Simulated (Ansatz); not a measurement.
Mulliken charges of `[NH2][Sn][OH]` from r2SCAN/def2-TZVPP in Ansatz (PBE0-D4/def2-TZVP geometry).

| atom | x (Å) | y (Å) | z (Å) | charge (e) |
| --- | --- | --- | --- | --- |
| N1 | -0.652 | 0.039 | -0.838 | -0.620 |
| Sn2 | 0.664 | -1.312 | -0.110 | 0.716 |
| O3 | 1.247 | -0.241 | 1.455 | -0.588 |
| H4 | -1.196 | -0.117 | -1.673 | 0.161 |
| H5 | -0.862 | 0.942 | -0.439 | 0.150 |
| H6 | 0.841 | 0.623 | 1.558 | 0.181 |

Problem. By hand: the dipole of these point charges (1 e Å = 4.8032 D).

Solution. Σ q r = (-0.023, -0.587, -0.468) e Å, of length 0.751 e Å = 3.61 D.

Problem. How does the dipole of the full density compare? (An estimate is asked.)

Solution. The calculation gave: (-0.315, 0.134, -0.316) e Å, 2.24 D; the point charges give 1.61 times that, at 77° from its direction.

Point charges leave out the atoms' own dipoles, such as those of lone pairs, and Mulliken's split depends on the basis, so the two needn't agree.
